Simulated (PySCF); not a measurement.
**Adding and removing an electron: PbF**

UHF; PySCF, scalar-relativistic core potentials, basis sets Pb def2-SVPD with ECP60, F def2-SVPD. Neutral (UHF): doublet (π ↑), Re = 2.077 Å, ωe = 523 cm⁻¹, De = 2.66 eV, HOMO -7.06 eV, LUMO -0.34 eV.

PbF⁺ (RHF): singlet (closed shell), Re = 1.991 Å, ωe = 638 cm⁻¹. The energies at the minima are -291.22102 hartree for PbF and -290.97700 for PbF⁺.

Problem. Work out the adiabatic ionisation energy, without and with harmonic zero-point energies (1 hartree = 27.2114 eV, 1 eV = 8065.5 cm⁻¹), and the change of the bond length.

Solution. At HF: 0.24402 hartree = 6.640 eV between the minima; the zero-point term (638.0 − 523.0)/2 cm⁻¹ = +0.007 eV makes it 6.647 eV. Re changes by -8.6 pm against the neutral. The electron leaves a π orbital; in so polar a molecule the change of length follows mostly from the change of the ionic charges.

PbF⁻ (UHF): triplet (π ↑↑), Re = 2.199 Å, ωe = 385 cm⁻¹. The energies at the minima are -291.22102 hartree for PbF and -291.25081 for PbF⁻.

Problem. Work out the adiabatic electron affinity, without and with harmonic zero-point energies (1 hartree = 27.2114 eV, 1 eV = 8065.5 cm⁻¹), and the change of the bond length.

Solution. At UHF: 0.02979 hartree = 0.811 eV between the minima; the zero-point term (523.0 − 385.0)/2 cm⁻¹ = +0.009 eV makes it 0.819 eV. Re changes by +12.2 pm against the neutral. The electron enters a π orbital; in so polar a molecule the change of length follows mostly from the change of the ionic charges.

These are scalar-relativistic numbers at best; spin–orbit coupling would shift them, the dissociation energy most. Hartree–Fock leaves out correlation, which carries a large part of most bond energies and some tenths to 1 eV of ionisation energies. States were picked by a PBE0 search and need not be the measured ground states.

Neutral and ion stand on different kinds of reference determinant, which adds to the error of the difference.
